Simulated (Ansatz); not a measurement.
Cost and result for the atomization energy of CH$_{4}$ClFGeO (`C[O][GeH]([F])[Cl]`) (9 atoms, 8 bonds).

Z-matrix (Å, degrees):
```
C
O 1 1.415
H 1 1.091 2 107.2
H 1 1.096 2 111.9 3 118.7
H 1 1.095 2 111.7 3 -118.9
Ge 2 1.745 1 121.3 3 176.7
Cl 6 2.133 2 110.0 1 -49.7
F 6 1.716 2 104.0 1 -164.9
H 6 1.527 2 115.1 1 76.0
```

The species carries charge 0 and has multiplicity 1. Correlated methods include outer-core shells of Ge, which these sets cover unevenly. Scalar relativity is left out up to krypton. Geometry: relaxed with PBE0-D4/def2-TZVP. It is one conformer, not always the lowest. Program: Ansatz. All runs use 4 threads of an Arm Neoverse V1 on a shared host. Times are those of one run each, without the atoms' runs, and a repeat can differ threefold. Electronic energies, without spin–orbit coupling; frozen cores. CCSD(T)/CBS adds CCSD(T) − MP2 in def2-TZVPP to the MP2 limit, and its time is that of the two runs behind it. T1 = 0.012. With those shells the extrapolation isn't a true limit. B3LYP takes the VWN-RPA correlation (the form of Gaussian; ORCA's B3LYP/G). HSE06 is the plane-wave form, built on full-range PBE exchange.

CCSD(T)/CBS is a level of theory with its own doubt, some kJ/mol a heavy atom from the limit and from the frozen cores, so smaller differences don't rank the functionals.

```csv
level,functions,wall time
revPBE-D4/def2-TZVPP,239,2.3 s
BLYP-D4/def2-TZVPP,239,2.4 s
PBE-D4/def2-TZVPP (with forces),239,2.9 s
PBE0-D4/def2-TZVPP,239,4.5 s
HSE06-D4/def2-TZVPP,239,6 s
B3LYP-D4/def2-TZVPP (with forces),239,6.5 s
r2SCANh-D4/def2-TZVPP,239,7.5 s
ωB97X-V/def2-TZVPP,239,9.5 s
CCSD(T)/def2-SVP,112,9.5 s
B97M-V/def2-TZVPP,239,11 s
MP2/def2-QZVPP,450,24 s
CCSD(T)/def2-TZVPP,239,4.2 min
CCSD(T)/CBS(def2),–,4.6 min
```

(1) What atomization energy does each give, and how far from CCSD(T)/CBS? (Best estimate.)

Results:

(1) Ansatz gave: 
| level | atomization (kJ/mol) | difference from CCSD(T)/CBS | per bond |
| --- | --- | --- | --- |
| revPBE-D4/def2-TZVPP | 3122.4 | -53.7 | -6.7 |
| BLYP-D4/def2-TZVPP | 3139.4 | -36.7 | -4.6 |
| PBE-D4/def2-TZVPP (with forces) | 3215.8 | 39.7 | 5.0 |
| PBE0-D4/def2-TZVPP | 3143.5 | -32.6 | -4.1 |
| HSE06-D4/def2-TZVPP | 3145.7 | -30.4 | -3.8 |
| B3LYP-D4/def2-TZVPP (with forces) | 3134.4 | -41.7 | -5.2 |
| r2SCANh-D4/def2-TZVPP | 3147.5 | -28.6 | -3.6 |
| ωB97X-V/def2-TZVPP | 3178.4 | 2.3 | 0.3 |
| CCSD(T)/def2-SVP | 2967.0 | -209.1 | -26.1 |
| B97M-V/def2-TZVPP | 3184.3 | 8.2 | 1.0 |
| MP2/def2-QZVPP | 3225.3 | 49.2 | 6.2 |
| CCSD(T)/def2-TZVPP | 3098.2 | -77.9 | -9.7 |
| CCSD(T)/CBS(def2) | 3176.1 | 0.0 | 0.0 |

From PBE to PBE0 (25 % exact exchange), in def2-TZVPP and without D4, the atomization energy moves by −69.5 kJ/mol: exact exchange takes away binding that semilocal exchange gives to molecules. The D4 term adds +30.9 kJ/mol with B3LYP and +16.2 kJ/mol with PBE0; it sums over pairs of atoms, weighted by their polarisabilities, and B3LYP, whose exchange is more repulsive, gets the larger term. In def2-TZVPP, CCSD(T) changes the Hartree–Fock value by +843.2 kJ/mol (the triples alone add +54.4 kJ/mol) and MP2 by +923.7 kJ/mol; breaking electron pairs costs correlation energy, which Hartree–Fock lacks.
